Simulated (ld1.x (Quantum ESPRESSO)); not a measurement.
The numbers below are computed, except where a source is named.
# Hardness and transferability of assorted potentials

Generated with ld1.x 7.5 (TM, RRKJ, ultrasoft, PAW), atompaw 4.2 or ONCVPSP 4.0.1. The cutoff is in Ry: for ld1.x and atompaw files where the sum of valence levels is converged to 10 mRy in a Bessel basis, for ONCV files where the hardest occupied wave has 1 mHa per electron of residual kinetic energy. The error is the largest all-electron minus pseudo excitation energy over each file’s own four to seven test configurations (ionisations up to +4, promotions, holes and added fractions of an electron), all of which were solved. The labels leave out finer settings (local radius, basis sizes, second energies), which also bear on the numbers. Spin-polarised tests are not counted. The rows are a selection from randomly drawn settings: files with unsolved tests, undetermined cutoffs or missed reference levels are left out.

A true bound ghost makes a file unfit for plane-wave use even where its test errors are small: the radial tests pick states by their node count and pass the ghost by.

| element | potential | cutoff (Ry) | largest error (meV) | bound ghosts |
| --- | --- | --- | --- | --- |
| Ne | RRKJ, PW91, scalar-relativistic, rc 0.75/1.00/0.85 (spd), local s, core correction no, reference 2s2 2p5.5 | 180 | +904 | none |
| Sc | PAW, LDA (PZ), scalar-relativistic, rc 1.75/1.90/3.10 (spd), local smoothed, core correction yes, reference 3s2 3p6 3d1 4s2 4p0 | 25 | -9.1 | none |
| Br | TM semilocal, PBEsol, scalar-relativistic, rc 1.50/1.25 (sp), local p, core correction no, reference 4s2 4p5 | 80 | -19 | none |
| Cd | TM, BLYP, scalar-relativistic, rc 1.95/1.05/1.55 (spd), local p, core correction yes, reference 4p6 4d10 5s2 5p0 | 160 | -51 | s |

(1) Fill in the row for Xe: TM semilocal, LDA (PZ), scalar-relativistic, rc 1.70/1.75/1.75 (spd), local s, core correction no, reference 5s2 5p6.

(2) Fill in the row for N: TM semilocal, BP86, scalar-relativistic, rc 0.95/2.15/2.10 (spd), local p, core correction no, reference 2s2 2p3.

Results:

(1) cutoff 35 Ry, largest error +152 meV, bound ghosts: none.

(2) cutoff 50 Ry, largest error +3175 meV, bound ghosts: none.
